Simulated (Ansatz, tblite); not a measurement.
Cost and result up the ladder for the cluster Be2O3⁻ (the lowest doublet isomer of a short search) (5 atoms). Total charge -1; doublet. Geometry: r2SCAN-D4/def2-TZVPD.

```xyz
5

Be   -0.756    1.179   -0.318
Be    0.756   -1.179    0.317
O    -1.506    2.352   -0.631
O     1.509   -2.350    0.635
O    -0.003   -0.002   -0.002
```

Ansatz on 4 threads of Arm Neoverse V2 on a shared host; xTB runs through tblite on one thread. Times are rough, summed over both states, and most runs start from the orbitals of an earlier one. PBE-QIDH/def2-TZVPD serves as the yardstick here, not as an exact answer. The other state is a quartet at its own geometry.

The xTB rows come from tblite. LC-ωPBE has ω = 0.4 bohr⁻¹. B3LYP takes the VWN-RPA correlation. Correlated methods freeze 3 core orbitals. The structure comes from a short search, and lower isomers may exist.

Run but left out: HF/STO-3G (doublet: ⟨S²⟩ 1.38, where a pure state has 0.75).

Correlated methods converge slowly with the basis.

xTB has no spin-polarisation term.

```json
{"level": "GFN1-xTB", "functions": "20", "wall time": "0.005 s", "quartet − doublet (eV)": "5.84", "difference from PBE-QIDH/def2-TZVPD (eV)": "3.23", "remarks": "–"}
{"level": "GFN2-xTB", "functions": "20", "wall time": "0.006 s", "quartet − doublet (eV)": "6.47", "difference from PBE-QIDH/def2-TZVPD (eV)": "3.86", "remarks": "–"}
{"level": "PBE-D4/def2-TZVPD", "functions": "164", "wall time": "14 s", "quartet − doublet (eV)": "3.64", "difference from PBE-QIDH/def2-TZVPD (eV)": "1.03", "remarks": "HOMO above zero (quartet)"}
{"level": "B3LYP-D4/def2-TZVPD", "functions": "164", "wall time": "21 s", "quartet − doublet (eV)": "3.33", "difference from PBE-QIDH/def2-TZVPD (eV)": "0.72", "remarks": "HOMO above zero (quartet)"}
{"level": "PBE0-D4/def2-TZVPD", "functions": "164", "wall time": "22 s", "quartet − doublet (eV)": "3.00", "difference from PBE-QIDH/def2-TZVPD (eV)": "0.39", "remarks": "HOMO above zero (quartet)"}
{"level": "LC-ωPBE/def2-TZVPD", "functions": "164", "wall time": "23 s", "quartet − doublet (eV)": "2.58", "difference from PBE-QIDH/def2-TZVPD (eV)": "-0.03", "remarks": "–"}
{"level": "CAM-B3LYP-D4/def2-TZVPD", "functions": "164", "wall time": "23 s", "quartet − doublet (eV)": "2.89", "difference from PBE-QIDH/def2-TZVPD (eV)": "0.28", "remarks": "–"}
{"level": "r2SCAN0-D4/def2-TZVPD", "functions": "164", "wall time": "37 s", "quartet − doublet (eV)": "2.66", "difference from PBE-QIDH/def2-TZVPD (eV)": "0.05", "remarks": "HOMO above zero (quartet)"}
{"level": "PBE-QIDH/def2-TZVPD", "functions": "164", "wall time": "52 s", "quartet − doublet (eV)": "2.61", "difference from PBE-QIDH/def2-TZVPD (eV)": "0.00", "remarks": "–"}
```
